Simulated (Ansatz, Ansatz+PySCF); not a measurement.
```xyz
2

N     0.0000    0.0000   -0.8233
N     0.0000    0.0000    0.8233
```

Basis set: 6-31G (spherical functions). Frozen core: 2 orbitals. Charge 0, multiplicity 1.

Computed with Ansatz (development build ahead of 0.2.0); each method stands on the lowest determinant of its kind that the runs found. Restricted open shells among the atoms or ions are ROHF, correlated in semicanonical orbitals with singles.

The atomization energy at this shape (free ground-state atoms in the same class of orbitals less the molecule, no zero-point energy) of singlet N2:

| method | atomization energy |
| --- | --- |
| RHF-MP2 | -105.2 kJ/mol |
| UHF | -60.3 kJ/mol |
| RHF | -558.9 kJ/mol |
| RHF-CCSD(T) | 372.5 kJ/mol |

Q: What does full CI (lowest root of this spin) give?

A: 233.8 kJ/mol. Caution: the shape is not the minimum. Caution for RHF-MP2, RHF, RHF-CCSD(T): an unrestricted determinant lies well below. Caution for RHF-MP2: another reference gives a lower total. Caution for RHF-MP2, RHF-CCSD(T): large amplitudes, a single reference is doubtful. Caution for RHF-MP2, UHF, RHF, RHF-CCSD(T): the determinant breaks the point group. Caution for RHF-MP2, RHF: the molecule lies well above its atoms at this level. Caution for UHF: the unrestricted determinant is a mixture of spin states.

This basis has no polarisation functions and is too small for such energies, which can lie far from measured ones in either direction.
